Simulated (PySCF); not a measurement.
Ligands exchanged one at a time, Al H-SiH3. All species are isolated molecules in the gas phase. Strings in code marks are SMILES.

The HOMO from two functionals at the same geometries (B3LYP-D3(BJ)/def2-TZVP), both in PySCF: PBE-D3(BJ)/def2-TZVP and B3LYP-D3(BJ)/def2-TZVP. B3LYP has the VWN-RPA correlation part, as in Gaussian. 

```json
[
 {"species": "0 of 3 H replaced by SiH3 (`[AlH3]`)", "PBE-D3(BJ)/def2-TZVP (eV)": "-7.31"},
 {"species": "1 of 3 H replaced by SiH3 (`[AlH2][SiH3]`)", "PBE-D3(BJ)/def2-TZVP (eV)": "-6.54"},
 {"species": "3 of 3 H replaced by SiH3 (`[SiH3][Al]([SiH3])[SiH3]`)", "PBE-D3(BJ)/def2-TZVP (eV)": "-6.31"}
]
```

**Question.** What does B3LYP-D3(BJ)/def2-TZVP give for each?

**Answer.** 
- 0 of 3 H replaced by SiH3 (`[AlH3]`): -8.40
- 1 of 3 H replaced by SiH3 (`[AlH2][SiH3]`): -7.42
- 3 of 3 H replaced by SiH3 (`[SiH3][Al]([SiH3])[SiH3]`): -7.12
Over these rows, drawn at random from the members with no instability flagged (it was tested for open shells, ions and some series alone), PBE minus B3LYP-D3(BJ): mean +0.93 eV, from +0.81 eV to +1.10 eV.
